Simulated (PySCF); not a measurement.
# Stationary points of WO₂F

Level of theory: PBE0 in PySCF with W def2-TZVP with ECP60, O def2-TZVP, F def2-TZVP; scalar-relativistic core potentials, no spin–orbit coupling; density-fitted integrals.

Relaxations began from a few typed shapes; open shells are unrestricted. The search is not exhaustive: other isomers or separated fragments can lie lower, and high-lying points may rest on an excited occupation.

**Question.** Which is the lowest minimum found?
A. doublet Cs: W–F 1.867 Å, W–O 1.699 Å (×2); F–W–O 119.7° (×2), O–W–O 110.0°
B. doublet C2v: W–F 1.876 Å, W–O 1.703 Å (×2); F–W–O 124.3° (×2), O–W–O 111.5°

**Answer.** A. The others lie at 3.1 (doublet C2v, a saddle point) kJ/mol above it.

Formally W is in oxidation state +5, d1, with 1 unpaired electron. The Mulliken spin on W is 1.13. The polar-tensor charge on W, 1.94, is far below the formal one.

For the lowest minimum: open d and f shells are described by one determinant, and the ground state may have another occupation or spin. With an element this heavy the missing spin–orbit coupling can shift these numbers.
